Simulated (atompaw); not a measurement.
How hard is this Sb (Z = 51) PAW (atompaw) potential?

```
Element                 : antimony (Sb)
Generator               : atompaw 4.2.0.5
Type                    : PAW
Functional              : PBE
Relativity              : scalar-relativistic
Frozen core             : [Kr] 4d10
Valence charge          : 5
Reference configuration : 5s2 5p2 (charge +1)
Partial waves           : 5s (bound): rc 2.20 bohr; 5s channel at -1 Ry: rc 2.45 bohr; 5p (bound): rc 2.45 bohr; 5p channel at -0.4 Ry: rc 2.45 bohr
Local potential         : bessel scheme, radius 2.15 bohr
Core correction         : smooth core density matched at 1.95 bohr
Augmentation charge     : sinc compensation charge, radius 2.05 bohr; PAW radius 2.45 bohr; waves and projectors: custom polynom vanderbiltortho
```

The pseudo-atom Hamiltonian at the reference potential is diagonalised in spherical Bessel functions j_l(qr) that vanish at 20 bohr, with q² up to the cutoff. All-electron valence levels (Ry): 5s -1.5169, 5p -0.8815.

Question: How do the lowest levels (Ry) of each channel move with the cutoff, and are there ghosts?

Answer:

```
cutoff (Ry)     s #1     p #1     p #2     d #1     f #1  Σ f·Δε (mRy)
          8  -1.5138  -0.8807  -0.2155  -0.3422  -0.0604           7.9
         10  -1.5157  -0.8810  -0.2155  -0.3435  -0.0604           3.3
         12  -1.5166  -0.8813  -0.2156  -0.3439  -0.0604           1.0
         15  -1.5167  -0.8815  -0.2156  -0.3439  -0.0604           0.5
         18  -1.5168  -0.8815  -0.2156  -0.3439  -0.0604           0.4
        400  -1.5169  -0.8815  -0.2156  -0.3439  -0.0604           0.0
```

Result: ghost state, extra bound levels that the all-electron valence spectrum of the same l lacks: d at -4.7 eV (a true bound ghost makes a file unfit for plane-wave use); 10 mRy is reached at 8 Ry and 1 mRy at 12 Ry.
